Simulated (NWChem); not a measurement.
System: SiH₂ClF; SMILES F[SiH2]Cl

```xyz
5

Si    -0.5082     0.5502     0.0000
F      0.7400     1.5764     0.0000
Cl     0.2201    -1.3657     0.0000
H     -1.2904     0.7703    -1.2394
H     -1.2904     0.7703     1.2394
```
Atoms are numbered in this order, from 1.

Program: NWChem. Geometry optimised at PBE0/def2-SVP; all other runs use it. 

```tsv
quantity	level	value
anisotropy (bohr³), static	PBE/def2-SVPD	(withheld)
vertical ionisation energy, ΔSCF (eV)	PBE/def2-SVP	(withheld)
cavity-dispersion-structure term (kcal/mol) in water	PBE0/def2-SVP, SMD	2.3
vertical, lowest state with f > 0.02, singlet (eV)	PBE/def2-SVPD, TDA	7.74
dipole (D)	PBE0/def2-SVP	1.50
highest harmonic frequency (cm⁻¹)	PBE0/def2-SVP	(withheld)
```

Question: Fill in the missing entries.

Answer: 
- anisotropy (bohr³), static, value: 11.1
- vertical ionisation energy, ΔSCF (eV), value: 11.22
- highest harmonic frequency (cm⁻¹), value: 2306
